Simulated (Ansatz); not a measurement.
`[NH2][SbH][SiH3]` + NH₃ → `[NH2][SbH][NH2]` + SiH₄ at 600 K and 1 bar (cleavage of the Sb–Si bond).

Computed with Ansatz on PBE0-D4/def2-TZVP structures; ΔE is electronic, products minus reactants. CCSD(T)/CBS is the MP2 limit (def2-TZVPP, def2-QZVPP) plus CCSD(T) − MP2 in def2-TZVPP, frozen cores. This one scheme is used for every species. def2 core potentials past Kr. For Sb outer-core shells are correlated without core-valence functions, which leaves a few kJ/mol of doubt a bond. Each species was taken in one conformer, which may not be the lowest.

```tsv
species	CCSD(T)/CBS energy (Eh)	H − E (kJ/mol)	S (J/(mol·K))
`[NH2][SbH][SiH3]`	-587.39549	206.7	427.9
NH₃	-56.50880	112.4	219.5
`[NH2][SbH][NH2]`	-352.42781	200.9	390.2
SiH₄	-291.46306	108.7	242.3
```

H − E and S are ideal-gas, rigid-rotor, harmonic terms from PBE0-D4/def2-TZVP, for one conformer and one mirror image of each species. 1 Eh = 2625.50 kJ/mol, R = 8.31446 J/(mol·K).

Task: By hand: ΔE, ΔH, ΔS and ΔG.

Result: ΔE = (-352.42781) + (-291.46306) − (-587.39549) − (-56.50880) = 0.01342 Eh = 35.2 kJ/mol. Δ(H − E) = 200.9 + 108.7 − 206.7 − 112.4 = -9.5, so ΔH = 25.7 kJ/mol. ΔS = 390.2 + 242.3 − 427.9 − 219.5 = -14.9 J/(mol·K). ΔG = 25.7 − 600 × (-14.9)/1000 = 34.6 kJ/mol.

Task: By hand: the equilibrium constant, and the temperature at which ΔG would vanish if ΔH and ΔS stayed fixed.

Result: log₁₀ K = −ΔG/(RT ln 10) = -3.0. ΔH and −TΔS have one sign here, so there is no such temperature.

TΔS isn't small against ΔH here. A doubt of 5 kJ/mol in ΔE shifts log₁₀ K by 0.4 here. Other conformers and mirror images would add mixing entropy, several J/(mol·K) or more a flexible species. These are equilibria of isolated gas molecules and say nothing of rates. Largest T1 diagnostic: 0.014 (customary marks: 0.02 for closed shells, 0.045 for open ones).
